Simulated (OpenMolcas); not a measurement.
## O²⁺: from CASSCF to CASPT2

```json
{"Program": "OpenMolcas 26.06", "Basis": "ANO-R3 [4s4p2d1f]", "Scalar Hamiltonian": "X2C, finite nucleus", "Active space": "2 electrons in 3 orbitals (2p)", "State averaging": "2S+1 = 3 even, 3 roots; 2S+1 = 1 even, 6 roots", "Spin-orbit coupling": "state interaction with AMFI integrals over the reference wave functions, term energies averaged over their components"}
```

Methods on the same reference wave functions:
A. CASSCF
B. SS-CASPT2, IPEA 0.25 Eh, imaginary shift 0.1 Eh (closed shells correlated: 1s 2s)

Energies in cm-1 above 2s2 2p2 3P0, the measured ground level; measured values from Moore, Selected Tables of Atomic Spectra, NSRDS-NBS 3, section 11.

```csv
Level,A,B,Measured
2s2 2p2 3P0,0.0,0.0,0.0
2s2 2p2 3P1,110,110,113
2s2 2p2 3P2,326,326,
2s2 2p2 1D2,22805,20640,20273
2s2 2p2 1S0,56214,46670,43186
```

Deviations, from unrounded energies. A percentage is the sum of absolute deviations over the sum of measured energies, with the sign that they share, or ± where signs differ.

```csv
Against measurement,Levels,A,B
mean absolute deviation (cm-1),3,5200,1300
fine structure of the ground term (%),1,-2.8,-2.5
other terms of the ground configuration (%),2,+24.5,+6.1
```

B lies closest to measurement on these levels. The largest miss of B in the table is 2s2 2p2 1S0, by +3500 cm-1. The ranking rests on the paired levels alone, and a cruder setting can come out closer through cancelling errors.

From A to B the spin-free energies of the other terms of 2s2 2p2 shown, above 3P, scale by factors of 0.83 to 0.90.

The lowest spin-free term lies below A's lowest term by 0.097 hartree in B.

Term energies are means over components that CASPT2 splits; among the terms shown or strongly mixed into the levels shown the widest spread is 86 cm-1 (2s2 2p2 1D, B). With the s shell closed, the reference lacks s² → p² mixing. Computed and measured levels are paired by configuration, term and J; levels that our copy of the source lacks, or whose pairing is in doubt (as where it misses far off the trend of its configuration), stay unpaired and out of the deviations. Only configurations of the active space appear.
